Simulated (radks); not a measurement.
Results of a calculation; reference values are marked as such.
Q: These are the eigenvalues of the occupied orbitals of an atom or ion with whole-number occupations (hartree). Level of theory: scalar-relativistic Kohn-Sham, B86b exchange with PBE correlation, spin-polarised, spherical densities, point nucleus (a radial shooting solver on a logarithmic mesh with Libxc functionals).

| orbital | eigenvalue |
|---|---|
| 1s up | -2040.045 |
| 1s down | -2040.044 |
| 2s up | -341.4166 |
| 2s down | -341.4154 |
| 2p up | -302.4593 |
| 2p down | -302.4584 |
| 3s up | -76.45501 |
| 3s down | -76.41047 |
| 3p up | -64.55231 |
| 3p down | -64.50787 |
| 3d up | -49.45678 |
| 3d down | -49.42286 |
| 4s up | -15.33201 |
| 4s down | -15.23510 |
| 4p up | -11.41581 |
| 4p down | -11.32012 |
| 4d up | -6.12852 |
| 4d down | -6.03413 |
| 5s up | -2.11411 |
| 5s down | -2.06470 |
| 5p up | -1.20806 |
| 5p down | -1.16950 |
| 4f up | -0.39043 |
| 6s up | -0.34380 |
| 4f down | -0.30726 |

Which element is it, and in what charge state? The configuration may be excited. Open shells, if any, are filled with parallel spins first.

A: Z = 67, holmium, charge +1: Ho+ in [Xe] 4f11 6s1. The list shows which subshells hold electrons but not how many an open one holds; the 1s level, -2040 hartree, gives Z - s = 63.9 by -(Z - s)^2/2, which with screening and relativity narrows Z to a few neighbours, and the depths of the outer levels then fix element, charge and occupations together.
